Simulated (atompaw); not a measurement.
Before and after: PAW (atompaw) potential for P

- Element: P
- Generator: atompaw 4.2.0.5
- Type: PAW
- Functional: LDA (PW92)
- Relativity: scalar-relativistic
- Frozen core: [Ne]
- Valence charge: 5
- Reference configuration: 3s1 3p4
- Partial waves: 3s (bound): rc 1.50 bohr; 3s channel at -0.75 Ry: rc 1.75 bohr; 3p (bound): rc 1.75 bohr; 3p channel at 0.1 Ry: rc 1.60 bohr; 3d channel at 0.35 Ry: rc 1.75 bohr; 3d channel at 1.05 Ry: rc 1.75 bohr
- Local potential: bessel scheme, radius 1.25 bohr
- Core correction: smooth core density matched at 1.70 bohr
- Augmentation charge: besselshape compensation charge, radius 1.50 bohr; PAW radius 1.75 bohr; waves and projectors: custom polynom2 7 10 vanderbiltortho

All-electron outer shells of the reference configuration (LDA (PW92), scalar-relativistic, ld1.x):

```tsv
shell	level (eV)	outermost node (bohr)	outermost maximum (bohr)
2s	-174.63	0.14	0.42
2p	-125.98	–	0.35
3s	-14.72	0.66	1.56
3p	-6.15	0.64	1.81
```

Change: augmentation besselshape compensation charge, radius 1.50 bohr; PAW radius 1.75 bohr; waves and projectors: custom polynom vanderbiltortho.

Cutoffs: the cutoffs (Ry, on a coarse ladder) from which the occupation-weighted sum of valence levels, in a spherical-Bessel basis at the reference potential, stays within 10 and 1 mRy of its value at 400 Ry; they do not see the model core or the augmentation charge, which bear on the density cutoff.

What does the change do?

The potential gets neither clearly harder nor softer (12 Ry and 18 Ry → 10 Ry and 25 Ry); the range in which the s phases agree narrows (upper end 2.9 → 1.5); neither file shows a bound ghost.

```tsv
quantity	base	changed
cutoff, loose	12 Ry	10 Ry
cutoff, tight	18 Ry	25 Ry
bound ghosts	none	none
s: phases at 1.76 bohr within 0.05 rad from the reference energy up to (Ry; the scan ends near 5)	2.9	1.5
p: phases at 1.76 bohr within 0.05 rad from the reference energy up to (Ry; the scan ends near 5)	to the end of the scan	to the end of the scan
d: phases at 1.76 bohr within 0.05 rad from the reference energy up to (Ry; the scan ends near 5)	to the end of the scan	to the end of the scan
lowest overlap eigenvalue by channel	s 0.04, p 0.95, d 0.98	s 0.00, p 0.85, d 0.97
```

 The cutoffs see the waves, projectors and local potential, not the compensation charge or the core.
